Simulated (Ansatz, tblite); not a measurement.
Removing an electron: Se3⁻. Total charge -1; doublet. Geometry: PBE0-D4/def2-TZVPD. Ansatz, gas phase; energy differences of separate SCF runs; the oxidised species is a singlet (the triplet lies 0.39 eV higher at PBE0-D4/def2-TZVPD).

```xyz
3

Se   -0.686    1.523    1.004
Se    0.174   -1.883   -0.471
Se    0.512    0.360   -0.533
```

The xTB rows come from tblite. The structure comes from a short search, and lower isomers may exist.

Problem. Estimate orbital energies and vertical ionisation energies at: GFN1-xTB; GFN2-xTB; PBE-D4/def2-TZVPD; r2SCAN-D4/def2-TZVPD; PBE0-D4/def2-TZVPD.

Solution. 
```csv
level,−HOMO (eV),vertical IE (eV),−LUMO (eV),HOMO–LUMO gap (eV),remarks
GFN1-xTB,–,5.29,–,–,–
GFN2-xTB,–,7.83,–,–,–
PBE-D4/def2-TZVPD,0.04,2.60,-0.53,0.57,"restricted singlet, untested (singlet)"
r2SCAN-D4/def2-TZVPD,0.29,2.80,-0.55,0.83,"restricted singlet, untested (singlet)"
PBE0-D4/def2-TZVPD,1.13,2.93,-1.09,2.22,"restricted singlet, untested (singlet)"
```

  HOMO and LUMO are the levels of the spin that leaves or enters (xTB has no such levels and no spin-polarisation term). Other spin states of the ions may lie lower, which would lower the ionisation energy or raise the affinity. Raw xTB energy differences between charge states are shifted by several eV; the methods need an empirical correction for them.
